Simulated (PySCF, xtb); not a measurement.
Al(H)(OMe)(SeH) (CH₅AlOSe), SMILES [AlH]([SeH])[O]C.

GFN2-xTB in xtb at its own geometry gives an orbital gap of 3.92 eV and a dipole moment of 2.27 D.

Geometry: PBE-D3(BJ)/def2-SVP. The values are those of a single conformer.

Problem. What does PBE/def2-TZVP in PySCF give? (An estimate is asked for; the answer gives what the named calculation found.)

Solution. gap 4.68 eV (levels -6.17 and -1.48 eV), dipole 0.24 D.
